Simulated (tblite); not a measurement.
Species: C₃H₁₁BSi₂.
Numbering: `[SiH3:1][BH:2][CH:3]1[CH2:4][SiH2:5][CH2:6]1` (hydrogens: H7, H8, H9 on Si1; H10 on B2; H11 on C3; H12, H13 on C4; H14, H15 on Si5; H16, H17 on C6)

Computed with GFN2-xTB (tblite), gas phase: L-BFGS steps from a force-field or distance-geometry start until the largest atomic force falls under 0.01 eV/Å.

Step 68: E = -453.4323 eV
```
atom  x, y, z in Å  |  force x, y, z in eV/Å
Si1     2.2628   -0.5777    0.7824    0.089   0.009   0.087
B2      1.2613    0.8931   -0.0368   -0.066   0.038   0.045
C3     -0.2256    0.7533   -0.4854    0.006   0.027   0.032
C4     -0.8320   -0.6093   -0.9109    0.055   0.030  -0.062
Si5    -2.0279   -0.6006    0.5705    0.068   0.094  -0.020
C6     -0.9299    0.9344    0.9115   -0.004   0.017   0.014
H7      2.1055   -1.9213    0.2106   -0.002  -0.061  -0.077
H8      1.8927   -0.7747    2.2006    0.005   0.021  -0.015
H9      3.7202   -0.3651    0.8224   -0.013  -0.018  -0.018
H10     1.7152    1.9833   -0.0289   -0.064  -0.058  -0.012
H11    -0.5927    1.5381   -1.1512    0.033  -0.042  -0.032
H12    -0.0953   -1.4128   -0.9088   -0.058   0.045   0.001
H13    -1.2757   -0.5789   -1.9068    0.042  -0.023   0.058
H14    -1.9293   -1.6886    1.5398   -0.020  -0.011   0.024
H15    -3.4201   -0.2747    0.2504   -0.009  -0.010   0.030
H16    -1.3901    1.9159    1.0265    0.013  -0.098   0.013
H17    -0.2458    0.7976    1.7536   -0.075   0.040  -0.070
```

Step 69: E = -453.4354 eV
```
atom  x, y, z in Å  |  force x, y, z in eV/Å
Si1     2.2588   -0.5871    0.7916    0.033   0.008  -0.010
B2      1.2536    0.8880   -0.0197   -0.031   0.076   0.016
C3     -0.2248    0.7551   -0.4938    0.016   0.039   0.040
C4     -0.8301   -0.6068   -0.9181    0.008   0.057   0.010
Si5    -2.0114   -0.6086    0.5735    0.001   0.127   0.039
C6     -0.9303    0.9432    0.9015   -0.029  -0.033  -0.013
H7      2.0896   -1.9256    0.2026    0.023  -0.014  -0.040
H8      1.8884   -0.7895    2.2055    0.005   0.002   0.035
H9      3.7155   -0.3704    0.8227   -0.009  -0.032  -0.012
H10     1.7027    1.9809   -0.0052   -0.053  -0.074   0.006
H11    -0.5789    1.5410   -1.1648    0.026  -0.045  -0.030
H12    -0.0922   -1.4057   -0.9284   -0.010  -0.009  -0.019
H13    -1.2917   -0.5725   -1.9032    0.034  -0.028  -0.018
H14    -1.8992   -1.6839    1.5587   -0.019   0.013  -0.016
H15    -3.4121   -0.2923    0.2607    0.059  -0.032   0.047
H16    -1.4022    1.9175    1.0143   -0.018  -0.043  -0.030
H17    -0.2427    0.8287    1.7415   -0.034  -0.011  -0.005
```

Step 70: E = -453.4369 eV
```
atom  x, y, z in Å  |  force x, y, z in eV/Å
Si1     2.2560   -0.5903    0.7961    0.007  -0.021  -0.044
B2      1.2484    0.8864   -0.0101   -0.012   0.046   0.019
C3     -0.2240    0.7563   -0.4983    0.017   0.030   0.028
C4     -0.8284   -0.6056   -0.9219   -0.010   0.029   0.004
Si5    -1.9991   -0.6120    0.5786   -0.009   0.133   0.004
C6     -0.9299    0.9484    0.8958   -0.036  -0.005   0.003
H7      2.0792   -1.9258    0.1973    0.035   0.012  -0.022
H8      1.8885   -0.8013    2.2085    0.002   0.002   0.049
H9      3.7130   -0.3768    0.8236   -0.008  -0.031  -0.013
H10     1.6926    1.9786    0.0114   -0.022  -0.021   0.010
H11    -0.5710    1.5420   -1.1727    0.019  -0.041  -0.030
H12    -0.0890   -1.4040   -0.9440   -0.027   0.015  -0.019
H13    -1.3028   -0.5678   -1.9017    0.050  -0.032   0.003
H14    -1.8858   -1.6776    1.5703   -0.002  -0.023   0.009
H15    -3.4011   -0.3054    0.2675    0.035  -0.023   0.043
H16    -1.4125    1.9188    1.0022   -0.004  -0.053  -0.037
H17    -0.2410    0.8481    1.7368   -0.035  -0.015  -0.006
```

Q: Estimate the geometry and energy of step 71. (The exact step hangs on the optimiser's Hessian estimate; all steps are aligned on step 70, rigid shifts and turns removed.)

A: E = -453.4384 eV, largest force 0.084 eV/Å
```
atom  x, y, z in Å  |  force x, y, z in eV/Å
Si1     2.2444   -0.5975    0.8007   -0.018  -0.031  -0.039
B2      1.2404    0.8871    0.0022    0.016   0.019   0.035
C3     -0.2226    0.7612   -0.5092    0.021   0.017   0.020
C4     -0.8266   -0.6007   -0.9290   -0.028   0.001   0.027
Si5    -1.9790   -0.6148    0.5870   -0.028   0.078  -0.013
C6     -0.9279    0.9591    0.8840   -0.027  -0.007   0.004
H7      2.0604   -1.9300    0.1949    0.041   0.024  -0.022
H8      1.8773   -0.8207    2.2124    0.007   0.012   0.036
H9      3.7017   -0.3889    0.8265   -0.004  -0.030  -0.012
H10     1.6788    1.9797    0.0433   -0.003   0.005   0.006
H11    -0.5589    1.5458   -1.1893    0.004  -0.030  -0.026
H12    -0.0865   -1.3976   -0.9648   -0.016   0.014  -0.017
H13    -1.3153   -0.5624   -1.9011    0.037  -0.025  -0.009
H14    -1.8468   -1.6727    1.5866    0.010  -0.006  -0.008
H15    -3.3886   -0.3339    0.2886    0.026  -0.010   0.041
H16    -1.4211    1.9237    0.9821   -0.017  -0.018  -0.034
H17    -0.2366    0.8747    1.7246   -0.022  -0.013   0.012
```

The energy changes by -0.0015 eV. The first-order estimate −F·Δx gives -0.0022 eV and the mean of the old and new forces, exact on a quadratic surface, -0.0015 eV. The step makes an angle of 84° with the force vector and moves no atom by more than 0.043 Å.

What follows is the cost of the whole relaxation. Time: 2.7 s wall, 2.4 s CPU. Hardware: one thread of an Intel Xeon at 2.50 GHz, shared host.
